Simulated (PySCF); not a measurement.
# Ionising MgHg

revPBE; Mg def2-SVPD, Hg def2-SVPD with ECP60; scalar-relativistic core potentials (PySCF 2.14). Neutral (UKS): singlet (closed shell), Re = 3.666 Å, ωe = 39.9 cm⁻¹, De = 0.02 eV, HOMO -4.57 eV, LUMO -1.60 eV.

MgHg⁺ (UKS): doublet (σ ↑), Re = 2.915 Å, ωe = 156 cm⁻¹, De = 0.72 eV to Mg⁺ + Hg. The energies at the minima are -353.55484 hartree for MgHg and -353.30160 for MgHg⁺.

Task: Work out the adiabatic ionisation energy, without and with harmonic zero-point energies (1 hartree = 27.2114 eV, 1 eV = 8065.5 cm⁻¹), and the change of the bond length.

Result: At revPBE: 0.25324 hartree = 6.891 eV between the minima; the zero-point term (156.0 − 39.9)/2 cm⁻¹ = +0.007 eV makes it 6.898 eV. Re changes by -75.1 pm against the neutral. Minus the HOMO energy is 4.57 eV, -2.32 eV from the value between the minima; self-interaction puts the Kohn–Sham level too high, less so with exact exchange. The electron leaves a σ orbital, and the shorter bond of the ion fits an antibonding orbital, or a change in how ionic the bond is.

Closed-shell solutions of metal pairs were not tested for spin polarisation, which can lower them a little. Weak bonds: MgHg. Basis-set superposition, not corrected here, can be much of De in a small basis, most of all at correlated wavefunction levels. Spin–orbit coupling is left out. For an ion De counts to the pair picked by the measured ionisation energies or electron affinities, which need not be the lowest pair at this level. States were picked by a PBE0 search and need not be the measured ground states.
